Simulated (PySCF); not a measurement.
Molfile (atoms numbered from 1):
```
C6H5Cl3O
     RDKit          3D

 15 15  0  0  0  0  0  0  0  0999 V2000
    0.0120    2.4430    0.1411 O   0  0  0  0  0  0  0  0  0  0  0  0
    0.3733    1.3096   -0.0213 C   0  0  0  0  0  0  0  0  0  0  0  0
    1.6415    0.8280   -0.5674 C   0  0  0  0  0  0  0  0  0  0  0  0
    1.6951   -0.5028   -0.5519 C   0  0  0  0  0  0  0  0  0  0  0  0
    0.4629   -1.1336    0.0027 C   0  0  0  0  0  0  0  0  0  0  0  0
   -0.4519    0.0492    0.3486 C   0  0  2  0  0  0  0  0  0  0  0  0
   -1.7629    0.0324   -0.4178 C   0  0  0  0  0  0  0  0  0  0  0  0
   -2.6536   -1.4814   -0.0860 Cl  0  0  0  0  0  0  0  0  0  0  0  0
   -2.7994    1.3931    0.0444 Cl  0  0  0  0  0  0  0  0  0  0  0  0
   -1.4521    0.1172   -2.1704 Cl  0  0  0  0  0  0  0  0  0  0  0  0
    2.3970    1.5064   -0.9194 H   0  0  0  0  0  0  0  0  0  0  0  0
    2.5185   -1.1056   -0.8957 H   0  0  0  0  0  0  0  0  0  0  0  0
    0.6952   -1.7352    0.8830 H   0  0  0  0  0  0  0  0  0  0  0  0
    0.0094   -1.8004   -0.7327 H   0  0  0  0  0  0  0  0  0  0  0  0
   -0.6894    0.0881    1.4151 H   0  0  0  0  0  0  0  0  0  0  0  0
  1  2  2  0
  2  3  1  0
  3  4  2  0
  4  5  1  0
  5  6  1  0
  6  7  1  0
  7  8  1  0
  7  9  1  0
  7 10  1  0
  6  2  1  0
  3 11  1  0
  4 12  1  0
  5 13  1  0
  5 14  1  0
  6 15  1  1
M  END
```

Calculated, not measured (PySCF 2.14.0 with density-fitted response routines): σ from GIAO-PBE0/pcSseg-1, GFN2-xTB geometry. One computed conformer, equivalent nuclei averaged, no relativistic terms, in vacuum.

References, each an isolated molecule treated in the same way: ¹³C against TMS.

Task: Do the ¹³C shifts follow the atomic charges (in e)? Tabulate both.

Result: 
```tsv
atoms	hybridisation	δ (ppm)	σ para (ppm)	Hirshfeld	IAO	Mulliken	ESP-fitted
C2	sp2	202.2	-259	+0.14	+0.36	+0.31	+0.65
C4	sp2	173.4	-240	+0.00	-0.08	-0.10	-0.02
C3	sp2	142.1	-209	-0.06	-0.21	-0.09	-0.44
C7	sp3	124.1	-177	+0.10	+0.03	-0.37	-0.68
C6	sp3	63.3	-126	-0.06	-0.18	-0.23	-0.04
C5	sp3	40.4	-98	-0.08	-0.28	-0.08	-0.18
```

Correlation coefficients of δ with charge over these carbons: Hirshfeld +0.69, IAO +0.75, Mulliken +0.55, ESP-fitted +0.42; with the paramagnetic shielding -1.00. With so few points, grouped by hybridisation, these coefficients are fragile. Charge is one influence among several: hybridisation and low-lying excitations act through the paramagnetic term.

Carbons that carry Cl, above all several Cl atoms, come out too deshielded, partly because spin–orbit coupling is missing. Shifts are as computed. Against solution values, carbons near 30 ppm lie about +3 ppm off and those near 130 ppm about +5 ppm; carbons on Cl a further +6 ppm. Of 1211 compounds with measured shifts, 218 miss one by over three times the rms of a fit or turn the order of signals round; such compounds aren't used in these exercises.
